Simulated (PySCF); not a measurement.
A PySCF script (with the pyscf-properties extension) for the NMR shieldings of SMILES [SiH2]1C[SiH2]CC([SiH3])C1, C4H14Si3, on a GFN2-xTB geometry:

```python
import basis_set_exchange as bse
import numpy as np
from pyscf import gto, dft
from pyscf.prop import nmr

atoms = """
Si    2.803023   -0.146580   -0.637864
C     1.034348   -0.078219    0.081962
C     0.385556    1.274580   -0.236358
Si   -1.253293    1.599033    0.674599
C    -2.409244    0.136771    0.314833
Si   -1.457121   -1.500252    0.444013
C     0.202829   -1.251839   -0.450268
H     3.601526    0.948237   -0.082324
H     3.419974   -1.432367   -0.303899
H     2.734321   -0.004521   -2.094887
H     1.101346   -0.174922    1.172798
H     0.231384    1.344318   -1.316039
H     1.086906    2.072702    0.017983
H    -1.838788    2.863920    0.205503
H    -0.993102    1.694621    2.117972
H    -2.816525    0.237630   -0.690752
H    -3.260684    0.144101    0.991671
H    -1.199928   -1.832223    1.852696
H    -2.202950   -2.602904   -0.180564
H     0.788013   -2.169757   -0.361775
H     0.033489   -1.105387   -1.519770
"""
names = dict.fromkeys(["Si", "C", "H"], "pcSseg-1")
basis = {el: gto.basis.parse(bse.get_basis(n, elements=[el], fmt="nwchem")) for el, n in names.items()}
mol = gto.M(atom=atoms, basis=basis, charge=0, verbose=0)
mf = dft.RKS(mol, xc="PBE0")
mf.grids.level = 2
mf.grids.alignment = dft.numint.BLKSIZE   # the property module wants whole blocks of grid points
mf.conv_tol = 1e-9
mf.kernel()

calc = nmr.RKS(mf)   # GIAO
C = mf.mo_coeff
Co = C[:, mf.mo_occ > 0]
resp = mf.gen_response(singlet=True, hermi=2)
def vind(x):   # induced exchange potential for any number of trial vectors
    d = np.einsum("pi,xij,qj->xpq", C, 2 * x.reshape(-1, C.shape[1], Co.shape[1]), Co, optimize=True)
    return np.einsum("xpq,pi,qj->xij", resp(d - d.transpose(0, 2, 1)), C, Co, optimize=True).ravel()
mo1, _ = nmr.rhf.solve_mo1(calc, with_cphf=vind)
sigma = calc.kernel(mo1)
for i, s in enumerate(sigma):   # ppm
    w = np.linalg.eigvalsh((s + s.T) / 2)
    print("%2d %-2s iso %8.1f  s11 %8.1f  s22 %8.1f  s33 %8.1f" % (i, mol.atom_pure_symbol(i), w.mean(), *w))
```

Q: Give the expected output.

A: 
```
 0 Si iso    403.1  s11    363.0  s22    371.9  s33    474.5
 1 C  iso    168.6  s11    160.7  s22    169.3  s33    175.7
 2 C  iso    170.6  s11    153.1  s22    172.9  s33    185.9
 3 Si iso    394.2  s11    372.1  s22    383.5  s33    427.1
 4 C  iso    198.5  s11    188.1  s22    196.9  s33    210.5
 5 Si iso    393.8  s11    371.6  s22    383.0  s33    426.6
 6 C  iso    170.7  s11    153.0  s22    173.5  s33    185.6
 7 H  iso     27.8  s11     24.2  s22     25.8  s33     33.6
 8 H  iso     27.8  s11     24.2  s22     25.8  s33     33.5
 9 H  iso     28.1  s11     25.0  s22     26.7  s33     32.6
10 H  iso     30.6  s11     27.8  s22     29.1  s33     34.8
11 H  iso     31.2  s11     27.5  s22     30.1  s33     36.0
12 H  iso     30.8  s11     24.9  s22     30.0  s33     37.5
13 H  iso     27.2  s11     23.4  s22     24.8  s33     33.4
14 H  iso     27.4  s11     24.2  s22     25.4  s33     32.7
15 H  iso     31.7  s11     27.9  s22     28.2  s33     39.2
16 H  iso     31.8  s11     26.6  s22     27.6  s33     41.2
17 H  iso     27.4  s11     24.2  s22     25.4  s33     32.6
18 H  iso     27.2  s11     23.4  s22     24.8  s33     33.4
19 H  iso     30.8  s11     24.8  s22     30.0  s33     37.5
20 H  iso     31.3  s11     27.7  s22     30.1  s33     36.0
```

These numbers come from an equivalent density-fitted implementation of the same equations, which agrees with the script to about 0.01 ppm for H and up to a few tenths of a ppm for heavy atoms, so last digits may differ.

Size and cost of the density-fitted run: 210 basis functions, 65 s wall time on 1 thread of an Arm Neoverse N1, shared host; peak memory 1.1 GiB.
